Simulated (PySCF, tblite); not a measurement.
One entry of a table of gas-phase calculations, keyed by method. Lists by class give the value and the number of equivalent atoms.

```json
{
 "formula": "C7H10F",
 "smiles": "C#CC[C](CC)CF",
 "inchi": "InChI=1S/C7H10F/c1-3-5-7(4-2)6-8/h1H,4-6H2,2H3",
 "charge": 0,
 "multiplicity": 2,
 "geometry_level": "GFN2-xTB",
 "atoms_angstrom": [
  ["C", 3.326, -0.094, 0.629],
  ["C", 2.207, 0.289, 0.809],
  ["C", 0.819, 0.711, 0.956],
  ["C", 0.031, 0.177, -0.193],
  ["C", -0.706, -1.104, -0.074],
  ["C", -2.153, -0.873, 0.404],
  ["C", -0.074, 1.001, -1.414],
  ["F", -0.941, 2.092, -1.225],
  ["H", 4.317, -0.416, 0.503],
  ["H", 0.436, 0.328, 1.906],
  ["H", 0.785, 1.805, 0.974],
  ["H", -0.741, -1.608, -1.044],
  ["H", -0.2, -1.759, 0.638],
  ["H", -2.155, -0.424, 1.394],
  ["H", -2.69, -1.818, 0.445],
  ["H", -2.67, -0.203, -0.278],
  ["H", 0.886, 1.458, -1.688],
  ["H", -0.487, 0.445, -2.26]
 ],
 "electronic_structure_code": "PySCF",
 "results": {
  "GFN2-xTB geometry": {
   "point_group": "C1",
   "rotational_constants_GHz": [2.514, 1.355, 1.011]
  },
  "GFN2-xTB harmonic vibrations, gas phase": {
   "strongest_ir_bands_cm-1_km_per_mol_modes": [
    [655.4, 30.9, 1],
    [857.3, 110.5, 1],
    [2955.8, 50.9, 1],
    [2967.3, 31.3, 1],
    [3033.4, 42.4, 1],
    [3040.7, 33.8, 1]
   ],
   "zpe_kcal_per_mol": 91.1
  },
  "UKS B3LYP, pcH-1 on C F H, non-relativistic, mean-field spin-orbit, GIAO": {
   "g_iso": 2.0023,
   "g_tensor": [2.00207, 2.00214, 2.00268],
   "s2": 0.754,
   "a_iso_by_class_MHz": [
    ["19F", 305.9, 1],
    ["13C", 93.0, 1],
    ["13C", 86.8, 1],
    ["13C", 80.7, 1],
    ["1H", 31.7, 2]
   ],
   "spin_populations_mulliken_by_atom": [0.03, 0.02, -0.07, 0.96, -0.08, 0.05, -0.04, 0.04, 0.0, 0.01, 0.01, 0.02, 0.01, 0.0, 0.01, 0.0, 0.02, 0.0]
  }
 }
}
```

The zero-point energy, half the sum of the 48 harmonic wavenumbers, equals 31850 cm⁻¹ or 381 kJ/mol. With B = h/(8π²I), that is 505.379 GHz u Å² over I, the principal moments of inertia are 201.0, 373.1 and 500.0 u Å² (most abundant isotopes); the inertial defect Ic − Ia − Ib is -74.1 u Å² (zero for a rigid planar frame, negative otherwise).

One conformer (not necessarily the lowest) at the GFN2-xTB geometry, without solvent or vibrations. In GFN2-xTB open shells enter through the occupations alone, without spin polarisation, so single modes can be far off. Hyperfine couplings depend on the geometry, which wasn't re-optimised at a DFT level. Couplings of like nuclei are plain means over topologically equivalent atoms, as if these changed places fast (by rotation of a methyl-like group, say); in this geometry the members of some sets differ.

Conformer computed: `[CH:1]#[C:2][CH2:3][C:4]([CH2:5][CH3:6])[CH2:7][F:8]`: C2–C3–C4–C5 95°, C3–C4–C5–C6 91°, C3–C4–C7–F8 -74°.
